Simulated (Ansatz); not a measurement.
Geometry optimisation, RHF/def2-SVP (Ansatz).

Input:

```yaml
crystal:
  periodic: [false, false, false]
  atoms:
    - { symbol: Sn, position_ang: [0.0, 0.0, 0.0] }
    - { symbol: Cl, position_ang: [0.0, 0.0, 2.76] }
    - { symbol: H, position_ang: [1.6408, 0.0, -0.5794] }
    - { symbol: H, position_ang: [-0.8195, 1.4198, -0.5794] }
    - { symbol: H, position_ang: [-0.8195, -1.4198, -0.5794] }
    - { symbol: "N", position_ang: [-2.2776, 0.0, 0.7568] }
    - { symbol: H, position_ang: [-2.9976, -0.6071, 0.2705] }
    - { symbol: H, position_ang: [-2.5634, 0.6071, 1.5773] }
    - { symbol: H, position_ang: [-1.5625, 0.0, 1.9842] }
basis:
  gaussian: { orbitals: def2-SVP }
hamiltonian:
  xc: hf
relax:
  f_tol: 0.15
  max_steps: 25
  restrain:
    - { distance: [0, 5], at: 2.1, k: 30.0 }
    - { distance: [8, 1], at: 1.37, k: 30.0 }
    - { distance: [0, 1], at: 3.61, k: 30.0 }
    - { distance: [8, 5], at: 2.26, k: 30.0 }
```

Run as:

```bash
$ ansatz run input.yaml --threads 1 --pin off --max-ram 2048MiB --backend cpu --events-out ev --progress --plain --runs-dir out
```

**Question.** Where does it end, and by what steps?

**Answer.** It converged. The restraints hold the end off the free minimum. After 18 steps the energy has fallen by 3.671 eV (the restraints' own energy left out); H5 moved furthest, 1.65 Å. Parted: Sn1–Cl2 (2.76 → 3.62 Å). Joined: Cl2–H9 (1.74 → 1.33 Å).

| step | energy less start (eV) | largest force component (eV/Å) | accepted |
| --- | --- | --- | --- |
| 0 | 0.0000 | 4.329 | yes |
| 1 | 0.1472 | 4.054 | yes |
| 2 | -0.1656 | 3.979 | yes |
| 3 | -0.9645 | 3.283 | yes |
| 4 | -1.9212 | 1.608 | yes |
| 5 | -2.4737 | 1.432 | yes |
| 6 | -2.9056 | 1.647 | yes |
| 7 | -3.2465 | 1.425 | yes |
| 8 | -3.4475 | 1.317 | yes |
| 9 | -3.4836 | 1.102 | yes |
| 10 | -3.5301 | 1.020 | yes |
| 11 | -3.5385 | 1.161 | yes |
| 12 | -3.5621 | 1.092 | yes |
| 13 | -3.5804 | 0.991 | yes |
| 14 | -3.6320 | 1.034 | yes |
| 15 | -3.6413 | 1.102 | yes |
| 16 | -3.6627 | 1.194 | yes |
| 17 | -3.6660 | 1.091 | no |
| 18 | -3.6709 | 1.147 | yes |

```xyz
9
Properties=species:S:1:pos:R:3
Sn -0.530 -0.065 -0.389
Cl 0.192 0.836 3.040
H 0.693 -1.083 0.208
H -0.122 1.586 -0.393
H -0.962 -0.561 -1.975
N -2.177 -0.272 0.873
H -2.591 -1.190 0.880
H -2.910 0.391 0.686
H -0.992 0.359 2.681
```

Time of the run: 36 s on 1 thread of Arm Neoverse V2 (shared host), peak memory 0.18 GiB.
